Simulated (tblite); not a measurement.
C₉H₁₃P.
Atom-mapped SMILES: `[CH:1]#[C:2][CH2:3][P:4](/[CH:5]=[CH:6]\[CH3:7])[C:8](=[CH2:9])[CH3:10]` (hydrogens: H11 on C1; H12, H13 on C3; H14 on C5; H15 on C6; H16, H17, H18 on C7; H19, H20 on C9; H21, H22, H23 on C10)

Computed with GFN2-xTB (tblite), gas phase: L-BFGS steps from a force-field or distance-geometry start until the largest atomic force falls under 0.01 eV/Å.

Step 44: E = -769.4298 eV
```
atom  x, y, z in Å  |  force x, y, z in eV/Å
C1     -1.0166    3.8700   -0.3423    0.006  -0.006  -0.002
C2     -1.3017    2.7097   -0.2643    0.016  -0.006   0.013
C3     -1.6248    1.3066   -0.1666    0.010  -0.010   0.000
P4     -0.1889    0.2908   -0.8242   -0.069  -0.068   0.013
C5      0.8991    0.5184    0.6233    0.003   0.004   0.010
C6      2.2090    0.3124    0.6334    0.004  -0.046   0.018
C7      3.0326   -0.1607   -0.5130    0.002   0.027   0.001
C8     -0.7860   -1.4162   -0.4104   -0.014  -0.004  -0.027
C9      0.0750   -2.4156   -0.5604   -0.015   0.023   0.035
C10    -2.2216   -1.6613   -0.0547    0.024   0.004  -0.014
H11    -0.7816    4.8896   -0.4139    0.002  -0.007   0.004
H12    -1.8295    1.0446    0.8771    0.010   0.009  -0.004
H13    -2.5145    1.1003   -0.7697    0.035  -0.006  -0.032
H14     0.4088    0.8733    1.5231   -0.006   0.003   0.018
H15     2.7583    0.4789    1.5543    0.019   0.017  -0.010
H16     2.4315   -0.2321   -1.4189   -0.007   0.009   0.033
H17     3.4638   -1.1372   -0.2846   -0.022   0.027  -0.033
H18     3.8592    0.5285   -0.6854    0.002   0.001  -0.012
H19     1.1011   -2.2437   -0.8400   -0.043  -0.009   0.003
H20    -0.2111   -3.4441   -0.3959    0.026   0.037   0.013
H21    -2.8783   -1.2832   -0.8388    0.003  -0.019   0.022
H22    -2.4932   -1.1715    0.8809    0.031  -0.005  -0.030
H23    -2.3955   -2.7306    0.0601   -0.016   0.028  -0.018
```

Step 45: E = -769.4307 eV
```
atom  x, y, z in Å  |  force x, y, z in eV/Å
C1     -1.0143    3.8699   -0.3422    0.011  -0.018   0.003
C2     -1.2989    2.7096   -0.2649    0.010  -0.002   0.016
C3     -1.6256    1.3078   -0.1712    0.008  -0.042   0.001
P4     -0.1899    0.2893   -0.8258   -0.050  -0.053   0.014
C5      0.8991    0.5153    0.6226   -0.022   0.001  -0.002
C6      2.2090    0.3089    0.6320   -0.027  -0.038   0.021
C7      3.0328   -0.1551   -0.5174    0.009   0.020   0.008
C8     -0.7877   -1.4163   -0.4095   -0.017   0.005  -0.014
C9      0.0744   -2.4153   -0.5532   -0.002   0.024   0.041
C10    -2.2228   -1.6613   -0.0538    0.013   0.000  -0.012
H11    -0.7746    4.8879   -0.4104    0.004   0.019   0.001
H12    -1.8366    1.0415    0.8699    0.018   0.018   0.008
H13    -2.5134    1.1044   -0.7778    0.032  -0.007  -0.043
H14     0.4065    0.8647    1.5235    0.002  -0.001   0.018
H15     2.7572    0.4669    1.5549    0.024   0.025  -0.012
H16     2.4352   -0.2197   -1.4257   -0.020   0.010   0.035
H17     3.4622   -1.1330   -0.2943   -0.010   0.009  -0.037
H18     3.8601    0.5344   -0.6818    0.016   0.010  -0.017
H19     1.1009   -2.2408   -0.8285   -0.029  -0.014  -0.008
H20    -0.2083   -3.4439   -0.3843    0.018   0.038   0.009
H21    -2.8818   -1.2795   -0.8338    0.004  -0.016   0.013
H22    -2.4936   -1.1779    0.8852    0.037   0.003  -0.027
H23    -2.3948   -2.7308    0.0557   -0.030   0.008  -0.017
```

**Question.** Estimate the geometry and energy of step 46. (The exact step hangs on the optimiser's Hessian estimate; all steps are aligned on step 45, rigid shifts and turns removed.)

**Answer.** E = -769.4315 eV, largest force 0.054 eV/Å
```
atom  x, y, z in Å  |  force x, y, z in eV/Å
C1     -1.0116    3.8696   -0.3419    0.017  -0.023   0.007
C2     -1.2961    2.7093   -0.2651    0.008  -0.003   0.014
C3     -1.6262    1.3083   -0.1757    0.005  -0.053   0.002
P4     -0.1919    0.2870   -0.8275   -0.011  -0.019   0.011
C5      0.8985    0.5122    0.6217   -0.037  -0.007  -0.009
C6      2.2083    0.3048    0.6309   -0.046  -0.020   0.017
C7      3.0333   -0.1494   -0.5213    0.010   0.009   0.014
C8     -0.7897   -1.4161   -0.4088   -0.017   0.008   0.002
C9      0.0739   -2.4143   -0.5454    0.012   0.019   0.039
C10    -2.2237   -1.6614   -0.0531   -0.008  -0.007  -0.007
H11    -0.7680    4.8866   -0.4071    0.003   0.030  -0.001
H12    -1.8424    1.0387    0.8633    0.019   0.023   0.018
H13    -2.5119    1.1082   -0.7862    0.026  -0.007  -0.047
H14     0.4041    0.8563    1.5240    0.008  -0.007   0.014
H15     2.7561    0.4559    1.5553    0.021   0.030  -0.012
H16     2.4386   -0.2078   -1.4315   -0.034   0.014   0.030
H17     3.4607   -1.1290   -0.3043    0.005  -0.010  -0.037
H18     3.8614    0.5401   -0.6787    0.021   0.018  -0.017
H19     1.1003   -2.2382   -0.8177   -0.004  -0.011  -0.017
H20    -0.2054   -3.4428   -0.3730    0.005   0.025   0.011
H21    -2.8848   -1.2762   -0.8289   -0.002  -0.007  -0.003
H22    -2.4933   -1.1840    0.8890    0.037   0.014  -0.015
H23    -2.3947   -2.7309    0.0511   -0.039  -0.016  -0.013
```

The energy changes by -0.0008 eV. The first-order estimate −F·Δx gives -0.0011 eV and the mean of the old and new forces, exact on a quadratic surface, -0.0008 eV. The step makes an angle of 81° with the force vector and moves no atom by more than 0.014 Å.

What follows is the cost of the whole relaxation. The run took 1.9 s wall on Arm Neoverse V1, one thread, no GPU, on a shared host.
